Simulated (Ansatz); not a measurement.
Calculation: PBE-D3(BJ)/def2-TZVP in Ansatz (a first-principles code). No frequencies were computed at this level.

Ansatz 0.2 input:
```yaml
crystal:
  periodic: [false, false, false]
  atoms:
    - { symbol: S, position_ang: [1.913572, -0.27693, 0.609957] }
    - { symbol: In, position_ang: [0.022827, 0.917775, -0.320294] }
    - { symbol: S, position_ang: [-1.933042, -0.466506, -0.673812] }
    - { symbol: H, position_ang: [1.417218, -1.430832, 0.168566] }
    - { symbol: H, position_ang: [0.064356, 2.607031, -0.694247] }
    - { symbol: H, position_ang: [-1.484933, -1.350539, 0.215018] }
basis:
  gaussian: { orbitals: def2-tzvp }
hamiltonian:
  xc: pbe
  dispersion: d3bj
relax:
  max_steps: 150
```

Output:

```
Functional definition: PBE
1042 factors; their error is unknown
mean field evaluation 1: about -26883.5070 eV, gradient 3.3e1 eV
mean field evaluation 2: about -26876.8836 eV, gradient 5.9e1 eV
mean field evaluation 4: about -26886.5067 eV, gradient 2.5e0 eV
mean field evaluation 8: about -26886.5200 eV, gradient 6.7e-2 eV
mean field evaluation 16: about -26886.5079 eV, gradient 5.2e-5 eV
mean field -26886.50791853 eV, -988.0609416763 hartree, gradient 5.2e-5 eV, S^2 0.000000; 0 other end points of the search recorded, 0 dependent functions left out
reference -26886.50796622 eV, -988.0609434288 hartree; 28, 28 occupied and 114, 114 virtual orbitals, 1042 factors
relax step   1: F+E_penalty+E_count = -26886.64683551 eV  Δ(F+E_penalty+E_count) = +0.000e0 eV  max|allowed force component| = 6.060e-1 eV/Å  Δτ_max = 0.0000 Å  (27 SCF iters, accepted)
these checks for a lower state are left out or cut short: starts, cluster_reference, orbital_swaps, neighbouring_geometries, increment
1042 factors; their error is unknown
mean field -26886.52154248 eV, -988.0614423472 hartree, gradient 1.4e-5 eV, S^2 0.000000; 0 other end points of the search recorded, 0 dependent functions left out
reference -26886.52159007 eV, -988.0614440962 hartree; 28, 28 occupied and 114, 114 virtual orbitals, 1042 factors
relax step   2: F+E_penalty+E_count = -26886.66026250 eV  Δ(F+E_penalty+E_count) = -1.343e-2 eV  max|allowed force component| = 6.675e-1 eV/Å  Δτ_max = 0.1921 Å  (32 SCF iters, accepted)
these checks for a lower state are left out or cut short: starts, cluster_reference, orbital_swaps, neighbouring_geometries, increment
1042 factors; their error is unknown
mean field evaluation 32: about -26886.5632 eV, gradient 6.0e-6 eV
mean field -26886.56320645 eV, -988.0629734698 hartree, gradient 6.0e-6 eV, S^2 0.000000; 0 other end points of the search recorded, 0 dependent functions left out
reference -26886.56325371 eV, -988.0629752068 hartree; 28, 28 occupied and 114, 114 virtual orbitals, 1042 factors
relax step   3: F+E_penalty+E_count = -26886.70239059 eV  Δ(F+E_penalty+E_count) = -4.213e-2 eV  max|allowed force component| = 1.579e-1 eV/Å  Δτ_max = 0.1312 Å  (29 SCF iters, accepted)
these checks for a lower state are left out or cut short: starts, cluster_reference, orbital_swaps, neighbouring_geometries, increment
1042 factors; their error is unknown
mean field -26886.56788578 eV, -988.0631454323 hartree, gradient 1.8e-5 eV, S^2 0.000000; 0 other end points of the search recorded, 0 dependent functions left out
reference -26886.56793305 eV, -988.0631471692 hartree; 28, 28 occupied and 114, 114 virtual orbitals, 1042 factors
relax step   4: F+E_penalty+E_count = -26886.70661980 eV  Δ(F+E_penalty+E_count) = -4.229e-3 eV  max|allowed force component| = 2.315e-2 eV/Å  Δτ_max = 0.0428 Å  (29 SCF iters, accepted)
these checks for a lower state are left out or cut short: starts, cluster_reference, orbital_swaps, neighbouring_geometries, increment
1042 factors; their error is unknown
mean field -26886.56815161 eV, -988.0631552012 hartree, gradient 1.5e-5 eV, S^2 0.000000; 0 other end points of the search recorded, 0 dependent functions left out
reference -26886.56819888 eV, -988.0631569385 hartree; 28, 28 occupied and 114, 114 virtual orbitals, 1042 factors
relax step   5: F+E_penalty+E_count = -26886.70678905 eV  Δ(F+E_penalty+E_count) = -1.692e-4 eV  max|allowed force component| = 6.197e-3 eV/Å  Δτ_max = 0.0137 Å  (27 SCF iters, accepted)
these checks for a lower state are left out or cut short: starts, cluster_reference, orbital_swaps, neighbouring_geometries, increment
1042 factors; their error is unknown
mean field -26886.56858374 eV, -988.0631710818 hartree, gradient 1.5e-5 eV, S^2 0.000000; 0 other end points of the search recorded, 0 dependent functions left out
reference -26886.56863107 eV, -988.0631728210 hartree; 28, 28 occupied and 114, 114 virtual orbitals, 1042 factors
relax step   6: F+E_penalty+E_count = -26886.70691661 eV  Δ(F+E_penalty+E_count) = -1.276e-4 eV  max|allowed force component| = 4.753e-3 eV/Å  Δτ_max = 0.0149 Å  (29 SCF iters, accepted)
1042 factors; their error is unknown
mean field evaluation 64: about -26886.5686 eV, gradient 1.3e-1 eV
mean field -26886.56858374 eV, -988.0631710818 hartree, gradient 1.6e-5 eV, S^2 0.000000; 1 other end points of the search recorded, 0 dependent functions left out
reference -26886.56863107 eV, -988.0631728210 hartree; 28, 28 occupied and 114, 114 virtual orbitals, 1042 factors
Total energy: -26886.70696393 eV, -988.0682564599 hartree
Atom 0 at     1.990583    -0.257238     0.377784 Å, force     0.000569    -0.004738     0.001528 eV/Å
Atom 1 at     0.022879     0.932634    -0.322551 Å, force    -0.000104     0.000643    -0.000202 eV/Å
Atom 2 at    -2.005471    -0.348247    -0.475209 Å, force    -0.000634    -0.004753     0.000661 eV/Å
Atom 3 at     1.335539    -1.435546     0.505053 Å, force     0.003537     0.003793    -0.000534 eV/Å
Atom 4 at     0.063949     2.607559    -0.693870 Å, force     0.000091     0.001535    -0.000322 eV/Å
Atom 5 at    -1.407480    -1.499163    -0.086020 Å, force    -0.003459     0.003521    -0.001131 eV/Å
Dipole moment:     0.000080     0.002411    -0.000512 e Å
```

Cost: around 24 core-seconds (rough).
